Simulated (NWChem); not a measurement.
Molecule: GeH$_{3}$F; SMILES [GeH3][F]

Results from NWChem. Geometry: optimised at PBE0/def2-SVP. Vertical excitations in the gas phase; the lowest state need not have the same character in each row.

```csv
level,"lowest excitation, singlet (eV)",oscillator strength of that lowest state,"lowest state with f > 0.02, singlet (eV)",oscillator strength of that bright state,orbital gap (eV)
"PBE/aug-cc-pVDZ, full TDDFT",(withheld),0.002,(withheld),(withheld),(withheld)
"B3LYP/aug-cc-pVDZ, full TDDFT",7.44,0.001,8.20,0.121,8.63
"PBE0/aug-cc-pVDZ, full TDDFT",7.59,0.000,8.45,0.134,9.12
"Hartree-Fock/aug-cc-pVDZ, TDHF",8.94,0.001,9.71,0.270,14.23
```

Q: Fill in the missing entries.

A: 
- PBE/aug-cc-pVDZ, full TDDFT, lowest excitation, singlet (eV): 6.95
- PBE/aug-cc-pVDZ, full TDDFT, lowest state with f > 0.02, singlet (eV): 7.58
- PBE/aug-cc-pVDZ, full TDDFT, oscillator strength of that bright state: 0.077
- PBE/aug-cc-pVDZ, full TDDFT, orbital gap (eV): 6.82
